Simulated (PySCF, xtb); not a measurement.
AsF₂, SMILES F[As]F, multiplicity 2.

Coordinates come from a B3LYP-D3(BJ)/def2-TZVP optimisation. The isomer is the one that the SMILES or the coordinates give; other isomers of the formula were not compared.

Level of theory: C-PCM-ωB97X/def2-SVP run with PySCF.

The values are the electrostatic part of the solvation free energy, E(continuum) − E(gas) at the gas-phase geometry, in a cavity of scaled van der Waals radii (PySCF's table); cavitation and dispersion terms are not included. The dipole moment in vacuum is 2.38 D.

Computed values in water (ε = 78.36), 1-octanol (ε = 9.86), 2-propanol (ε = 19.26):
| solvent | ε | ΔG(elec) (kcal/mol) | dipole (D) |
|---|---|---|---|
| water | 78.36 | -4.2 | 2.91 |
| 1-octanol | 9.86 | -3.8 | 2.85 |
| 2-propanol | 19.26 | -4.0 | 2.88 |

For comparison, GFN2-xTB/ALPB(water) (xtb, at the GFN2-xTB geometry, all terms of that model) gives -2.0 kcal/mol.
